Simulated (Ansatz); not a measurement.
CH₃BBr₂ (`CB(Br)Br`) at its PBE0-D4/def2-TZVP geometry, where that method's forces vanish. Total charge 0; spin multiplicity 1.

```xyz
7

C    -0.2096    0.7060   -0.2542
B     0.1719   -0.7110    0.2448
Br    1.9252   -1.0496    0.9315
Br   -1.0638   -2.1659    0.1991
H    -0.0574    1.4346    0.5492
H     0.4699    1.0069   -1.0589
H    -1.2362    0.7791   -0.6115
```

**Question.** What forces (eV/Å) does ωB97M-V/def2-TZVPP give on these atoms in the Gaussian-basis code of Ansatz? (Best estimate.)

**Answer.** The calculation gave: 
```
C1  -0.028  0.104 -0.037
B2  -0.005  0.017 -0.006
Br3  0.026 -0.003  0.010
Br4 -0.017 -0.019 -0.001
H5  -0.008 -0.059 -0.052
H6  -0.044 -0.031  0.058
H7   0.076 -0.010  0.028
```
